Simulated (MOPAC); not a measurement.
MOPAC input (PM3):

```
PM3 PRECISE GNORM=0.05 LET XYZ CHARGE=-1 GEO-OK AUX(PRECISION=9) THREADS=1
H5Si

Si    0.00000000 1   -0.00000000 1   -0.00000000 1
H    -0.01759500 1   -0.02301500 1    1.61556300 1
H     0.01759500 1    0.02301500 1   -1.61556300 1
H     1.53014500 1    0.00631700 1    0.01675500 1
H    -0.77074900 1    1.32193100 1    0.01043800 1
H    -0.75939600 1   -1.32824800 1   -0.02719300 1
```

Output:

```
 *******************************************************************************
 **                                                                           **
 **                              MOPAC v23.2.5                                **
 **                                                                           **
 *******************************************************************************
 ** MOPAC's Digital Object Identifier: https://doi.org/10.5281/zenodo.6511958 **
 **                                                                           **
 ** Please cite the open-source release paper for use of this MOPAC version:  **
 ** J. E. Moussa and J. J. P. Stewart (2026)                                  **
 ** MOPAC: An open-source semiempirical molecular orbital program             **
 ** J. Open Source Softw., 11(119), 8025, https://doi.org/10.21105/joss.08025 **
 *******************************************************************************

                              PM3 CALCULATION RESULTS

 *******************************************************************************
 *  PM3        - The PM3 Hamiltonian to be used
 *  GEO-OK     - OVERRIDE INTERATOMIC DISTANCE AND OTHER SAFETY CHECKS
 *
 *
 *
 *                 CHARGE ON SYSTEM = -1
 *
 *
 *
 *  LET        - OVERRIDE SOME SAFETY CHECKS
 *  PRECISE    - TIGHTER CRITERIA TO BE USED
 *  XYZ        - CARTESIAN COORDINATE SYSTEM TO BE USED
 *  GNORM      - EXIT WHEN GRADIENT NORM DROPS BELOW 0.050
 *  AUX        - OUTPUT AUXILIARY INFORMATION
 *******************************************************************************
PM3 PRECISE GNORM=0.05 LET XYZ CHARGE=-1 GEO-OK AUX(PRECISION=9) THREADS=1
 H5Si

   ATOM   CHEMICAL          X               Y               Z
  NUMBER   SYMBOL      (ANGSTROMS)     (ANGSTROMS)     (ANGSTROMS)

     1      Si          0.00000000  *  -0.00000000  *  -0.00000000  *
     2       H         -0.01759500  *  -0.02301500  *   1.61556300  *
     3       H          0.01759500  *   0.02301500  *  -1.61556300  *
     4       H          1.53014500  *   0.00631700  *   0.01675500  *
     5       H         -0.77074900  *   1.32193100  *   0.01043800  *
     6       H         -0.75939600  *  -1.32824800  *  -0.02719300  *

          CARTESIAN COORDINATES

    NO.       ATOM           X           Y           Z

     1        Si          0.0000     -0.0000     -0.0000
     2         H         -0.0176     -0.0230      1.6156
     3         H          0.0176      0.0230     -1.6156
     4         H          1.5301      0.0063      0.0168
     5         H         -0.7707      1.3219      0.0104
     6         H         -0.7594     -1.3282     -0.0272

  H: (PM3): J. J. P. STEWART, J. COMP. CHEM. 10, 209 (1989).
 Si: (PM3): J. J. P. STEWART, J. COMP. CHEM. 10, 209 (1989).

           Empirical Formula: H5 Si  =     6 atoms

      MOLECULAR POINT GROUP   :   D3h

      RHF CALCULATION, NO. OF DOUBLY OCCUPIED LEVELS = 5

          Geometry optimization using EF

          DIAGONAL MATRIX USED AS START HESSIAN

 CYCLE:     1  GRAD.:    16.397 HEAT:  56.31248
 CYCLE:     2  GRAD.:     5.378 HEAT:  55.84517
 CYCLE:     3  GRAD.:     0.602 HEAT:  55.79366
 CYCLE:     4  GRAD.:     0.206 HEAT:  55.79309
 CYCLE:     5  GRAD.:     0.006 HEAT:  55.79302

     GRADIENT =  0.00609 IS LESS THAN CUTOFF =  0.05000

 -------------------------------------------------------------------------------
 PM3 PRECISE GNORM=0.05 LET XYZ CHARGE=-1 GEO-OK AUX(PRECISION=9) THREADS=1
 H5Si

     GEOMETRY OPTIMISED USING EIGENVECTOR FOLLOWING (EF).
     SCF FIELD WAS ACHIEVED

                              PM3 CALCULATION
                                                       MOPAC v23.2.5 Linux

          FINAL HEAT OF FORMATION =         55.79302 KCAL/MOL =     233.43798 KJ/MOL

          COSMO AREA              =         81.02 SQUARE ANGSTROMS
          COSMO VOLUME            =         66.55 CUBIC ANGSTROMS

          GRADIENT NORM           =          0.00609          =       0.00249 PER ATOM
          IONIZATION POTENTIAL    =          0.493109 EV
          HOMO LUMO ENERGIES (EV) =         -0.493  6.475
          NO. OF FILLED LEVELS    =          5
          MOLECULAR WEIGHT        =         33.1250         POINT GROUP:  D3h

          MOLECULAR DIMENSIONS (Angstroms)

            Atom       Atom       Distance
            H     3    H     2     3.14245
            H     5    H     4     2.65612
            H     6    H     5     2.30026

          SCF CALCULATIONS        =          6

   ATOM   CHEMICAL          X               Y               Z
  NUMBER   SYMBOL      (ANGSTROMS)     (ANGSTROMS)     (ANGSTROMS)

     1      Si          0.00000001  *  -0.00000000  *   0.00000000  *
     2       H         -0.01710948  *  -0.02237991  *   1.57097225  *
     3       H          0.01710945  *   0.02237991  *  -1.57097226  *
     4       H          1.53340413  *   0.00633046  *   0.01679055  *
     5       H         -0.77239067  *   1.32474664  *   0.01046013  *
     6       H         -0.76101350  *  -1.33107709  *  -0.02725068  *

                             CARTESIAN COORDINATES

   1   Si        0.000000013    -0.000000003     0.000000000
   2    H       -0.017109477    -0.022379906     1.570972254
   3    H        0.017109452     0.022379912    -1.570972255
   4    H        1.533404134     0.006330463     0.016790549
   5    H       -0.772390675     1.324746641     0.010460134
   6    H       -0.761013502    -1.331077094    -0.027250685

           Empirical Formula: H5 Si  =     6 atoms

      MOLECULAR POINT GROUP   :   D3h

                  EIGENVALUES
 -11.19164  -6.39005  -6.20629  -6.20629  -0.49311   6.47521   7.91824   7.91824
   8.79647

              NET ATOMIC CHARGES AND DIPOLE CONTRIBUTIONS

  ATOM NO.   TYPE          CHARGE      No. of ELECS.   s-Pop       p-Pop
    1         Si           0.275749        3.7243     0.91177     2.81249
    2          H          -0.359688        1.3597     1.35969
    3          H          -0.359688        1.3597     1.35969
    4          H          -0.185457        1.1855     1.18546
    5          H          -0.185457        1.1855     1.18546
    6          H          -0.185457        1.1855     1.18546
 DIPOLE           X         Y         Z       TOTAL
 POINT-CHG.     0.000    -0.000     0.000     0.000
 HYBRID         0.000    -0.000     0.000     0.000
 SUM            0.000    -0.000     0.000     0.000

          ATOMIC ORBITAL ELECTRON POPULATIONS

     Atom    s        px        py        pz
    1 Si   0.91177   0.95221   0.95221   0.90807
    2  H   1.35969
    3  H   1.35969
    4  H   1.18546
    5  H   1.18546
    6  H   1.18546

 **********************
 *                    *
 * JOB ENDED NORMALLY *
 *                    *
 **********************

 == MOPAC DONE ==
```

The dipole moment of an ion depends on the origin.

The geometry given is a B3LYP-D3(BJ)/def2-TZVP minimum.
